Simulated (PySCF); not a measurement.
Cost against size for one kind of job: PBE0-D3(BJ)/def2-SVP geometry optimisation, gas phase in PySCF; work: geometry optimisation from a GFN2-xTB start shaken at random. Hardware: an Arm Neoverse V1 with one thread (shared host). Other jobs ran on the host; a repeat could differ by tens of per cent or more. Peak memory is the resident size of the whole Python process, interpreter and libraries included.

```csv
species (SMILES),atoms,electrons,basis functions,SCF cycles,gradient evaluations,wall time,peak memory
FB[SiH2]B(F)F,9,54,103,52,8,31 s,0.41 GiB
C=CC1=COBO1,12,50,123,61,8,51 s,0.50 GiB
[SiH3]c1nc(Cl)n[nH]1,11,68,126,64,9,64 s,0.52 GiB
CCB[S][GeH3],14,74,137,48,8,71 s,0.52 GiB
CCC(C)(C)[P-][SiH3],21,74,176,39,6,?,?
```

Estimate the withheld figures.

`CCC(C)(C)[P-][SiH3]`: 96 s, 0.82 GiB.

Which species took longest, and how many times the shortest run?

`CCC(C)(C)[P-][SiH3]`, at 96 s: about 3.1 times the shortest (31 s).
